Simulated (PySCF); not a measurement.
## N²⁺ (nitrogen, charge +2) across methods

[He] 2s2 2p1, 2P determinant. Computed with PySCF 2.14 in aug-cc-pVDZ (4s3p2d, 23 functions), with no relativity, point nucleus.

| method | E (hartree) | mean ε 2s α (eV) | mean ε 2s β (eV) | mean ε 2p α (eV) | Σ⟨r²⟩ (bohr²) | ⟨S²⟩ |
| --- | --- | --- | --- | --- | --- | --- |
| TPSSh | -52.9628 | -51.283 | -48.849 | -40.382 | 5.014 | 0.752 |
| PBE | -52.8792 | -49.845 | -47.902 | -38.881 | 5.041 | 0.751 |
| LC-wPBE | -52.9018 | -55.336 | -53.063 | -44.298 | 5.038 | 0.751 |
| PBE0 | -52.8921 | -52.289 | -49.797 | -41.276 | 5.031 | 0.752 |
| UHF | -52.80727 | -58.782 | -54.171 | -47.975 | 5.042 | 0.754 |
| BHandHLYP | -52.9507 | -54.618 | -51.575 | -43.801 | 5.032 | 0.752 |
| r2SCAN | -52.9167 | -50.471 | -48.154 | -39.763 | 5.031 | 0.753 |
| M06-L | -52.9482 | -50.265 | -48.205 | -39.549 | 4.949 | 0.752 |
| LDA | -52.4631 | -49.664 | -47.670 | -38.592 | 5.072 | 0.751 |
